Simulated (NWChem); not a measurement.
# SeBrCl; SMILES [Se](Cl)Br

Computed with NWChem. Pople sets run with spherical d functions. Structure relaxed at the PBE0/def2-SVP level.

Task: Order these by “dipole (D)”, lowest first: PBE/STO-3G; PBE/6-311G**; PBE/6-31G*; PBE/3-21G.

Result: PBE/6-31G* (0.94), PBE/6-311G** (1.01), PBE/STO-3G (1.34), PBE/3-21G (1.42)
